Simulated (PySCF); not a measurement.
**CaC: one state, many levels of theory**

State: triplet, unpaired electrons π ↑↑. Set-up: PySCF, no relativity, basis sets Ca def2-SVP, C def2-SVP. De refers to Ca + C in their high-spin ground configurations, without counterpoise correction. The functionals are run spin-unrestricted. A positive dipole means Ca(−)C(+). Levels whose curve was spin-contaminated or gave no clean fit are not listed.

```csv
Level,Re (Å),ωe (cm⁻¹),De (eV),μ (D)
ROHF-MP2,2.298,464,0.98,n/a
ROHF-SCS-MP2,2.315,448,0.85,n/a
ROHF-CCSD,2.344,464,1.56,n/a
ROHF-CCSD(T),2.345,457,1.64,n/a
```

The bond length runs from 2.298 Å (ROHF-MP2) to 2.345 Å (ROHF-CCSD(T)). De spans 0.85 eV (ROHF-SCS-MP2, perturbation theory) to 1.64 eV (ROHF-CCSD(T), coupled cluster).

Correlated steps freeze 6 core orbitals. Correlated levels converge slowly with the basis: in double zeta they bind strong bonds too weakly, by up to about 1 eV, and carry superposition errors of some tenths. The CCSD T1 diagnostic is raised, a sign that a single reference may not be enough here. The state was picked by a PBE0 search and need not be the measured ground state.

The whole job (state search and all levels along the bond) took about 1.9 min on 1 thread of Intel Xeon Platinum 8175M @ 2.50GHz (shared host), peak memory 0.45 GiB.
